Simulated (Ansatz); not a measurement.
C2H4ClNOSi can be A, `O[SiH](Cl)C1=CN1`, or B, `N=C1OC1([SiH3])Cl`.

Program: Ansatz. Geometries: PBE0-D4/def2-TZVP. ΔE: electronic, gas phase. CCSD(T)/CBS is the MP2 limit (def2-TZVPP, def2-QZVPP) plus CCSD(T) − MP2 in def2-TZVPP, frozen cores. DFT in def2-TZVPP. B3LYP here is the variant with VWN-RPA as its local correlation; programs differ in this. One conformer a species, not always the lowest.

(1) Which isomer does CCSD(T)/CBS put lower? Give the gap. (An estimate is asked.)

(2) Give E(B) − E(A) in kcal/mol with PBE0-D4, B3LYP-D4, PBE-D4, ωB97M-V, HF/def2-TZVPP, CCSD/def2-TZVPP, MP2/def2-TZVPP. (An estimate is asked.)

Largest T1 diagnostic: 0.015.

## Answers

(1) Ansatz gave: A, by 45.2 kcal/mol.

(2) Ansatz gave: PBE0-D4 38.2, B3LYP-D4 39.1, PBE-D4 34.1, ωB97M-V 41.6, HF/def2-TZVPP 45.0, CCSD/def2-TZVPP 43.2, MP2/def2-TZVPP 44.4. None reverses the order clearly.

From PBE to PBE0 (25 % exact exchange), in def2-TZVPP and without D4, E(B) − E(A) moves by +4.0 kcal/mol.
